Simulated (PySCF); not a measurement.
Run record: excited-state job, `CS[C@@H]1C[C@@]12C[C@@H]2F`.

Method: TDDFT B3LYP/def2-SVPD, vertical, gas phase, core orbitals frozen in the response (PySCF 2.14.0, density-fitted response routines). Geometry: GFN2-xTB. The input is one job of a driver script: a line of settings, then coordinates in Å.

Input:
```
{"job": {"kind": "uv", "xc": "B3LYP", "basis": "def2-SVPD", "nstates": 8, "ntriplets": 3}, "charge": 0, "multiplicity": 1}
C      3.004145     0.214531     0.505230
S      1.446955     1.149305     0.559883
C      0.319755    -0.251339     0.519973
C     -0.022430    -0.898087    -0.804804
C     -1.021395    -0.084509    -0.076258
C     -2.437710    -0.190464     0.359789
C     -1.941312     1.027173    -0.378616
F     -2.354805     1.197089    -1.668166
H      3.059132    -0.443976     1.367655
H      3.809798     0.939703     0.537837
H      3.049007    -0.356713    -0.417300
H      0.420122    -0.880010     1.396870
H     -0.141492    -1.972039    -0.837227
H      0.410226    -0.470855    -1.698361
H     -3.080104    -0.867570    -0.184257
H     -2.679427    -0.087861     1.407390
H     -1.847461     1.987653     0.113321
```

Output:
```
coarse grid: 14808 points
cycle   1  E = -731.5300321704  dE =  1.119e+00  |g| = 4.963e-01  |ddm| = 8.958e+00
cycle   2  E = -731.5003496629  dE =  2.968e-02  |g| = 6.746e-01  |ddm| = 2.112e+00
cycle   3  E = -731.5833878780  dE = -8.304e-02  |g| = 8.055e-02  |ddm| = 9.109e-01
cycle   4  E = -731.5845302874  dE = -1.142e-03  |g| = 3.127e-02  |ddm| = 1.869e-01
cycle   5  E = -731.5847406033  dE = -2.103e-04  |g| = 8.216e-03  |ddm| = 6.837e-02
cycle   6  E = -731.5847559772  dE = -1.537e-05  |g| = 2.543e-03  |ddm| = 2.278e-02
cycle   7  E = -731.5847574902  dE = -1.513e-06  |g| = 5.082e-04  |ddm| = 6.184e-03
final grid: 138952 points
cycle   8  E = -731.6793699841  dE = -5.412e-05  |g| = 6.340e-03  |ddm| = 2.100e-01
cycle   9  E = -731.6793622105  dE =  7.774e-06  |g| = 9.001e-03  |ddm| = 2.361e-02
cycle  10  E = -731.6793791268  dE = -1.692e-05  |g| = 9.029e-04  |ddm| = 1.203e-02
cycle  11  E = -731.6793792818  dE = -1.550e-07  |g| = 1.741e-04  |ddm| = 1.682e-03
cycle  12  E = -731.6793792862  dE = -4.447e-09  |g| = 8.387e-05  |ddm| = 5.048e-04
cycle  13  E = -731.6793792882  dE = -1.997e-09  |g| = 1.939e-05  |ddm| = 2.332e-04
cycle  14  E = -731.6793792883  dE = -9.140e-11  |g| = 5.014e-06  |ddm| = 5.365e-05
converged SCF energy = -731.6793792883

Static polarisability (au): isotropic 91.452, principal 76.965 83.615 113.776

Singlet excitations
state   eV       nm        f      main configurations
  1   5.2592    235.7   0.00185   H->L 0.90
  2   5.7537    215.5   0.01456   H->L+1 0.89
  3   6.0540    204.8   0.00880   H->L+2 0.92
  4   6.2342    198.9   0.01922   H->L+3 0.91
  5   6.5147    190.3   0.00572   H->L+4 0.68, H->L+6 0.18
  6   6.7397    184.0   0.01961   H->L+6 0.44, H->L+5 0.43, H->L+4 0.09
  7   6.7693    183.2   0.00373   H->L+5 0.53, H->L+6 0.31, H->L+4 0.12
  8   7.2480    171.1   0.04204   H-1->L 0.79, H-1->L+1 0.13

Triplet excitations (Tamm-Dancoff, eV): 4.8745 5.5844 5.6477
```

The SCF starts on a coarse grid where the log names one; the energy can jump when the final grid takes over, and dE then counts from the start density on the new grid. H and L stand for HOMO and LUMO; the number after each pair is its weight.

Which computed singlet has the largest oscillator strength, and what do all of them sum to?

State 8 at 7.25 eV (171 nm), f = 0.042; the 8 states sum to 0.116.

How does the lowest singlet excitation compare with the HOMO–LUMO gap?

HOMO -6.21 eV and LUMO 0.19 eV give a gap of 6.40 eV; S1 at 5.26 eV lies 1.14 eV below it.

In short: HOMO -6.21 eV, LUMO 0.19 eV; lowest singlet 5.26 eV; lowest triplet 4.87 eV (Tamm–Dancoff); mean polarisability 91.5 au.

How long does this job take on one thread of an x86-64 server, on a shared host?

About 72 s.

One conformer stands for the species.
Labels such as C1 count atoms from 1, the log's own numbers from 0.
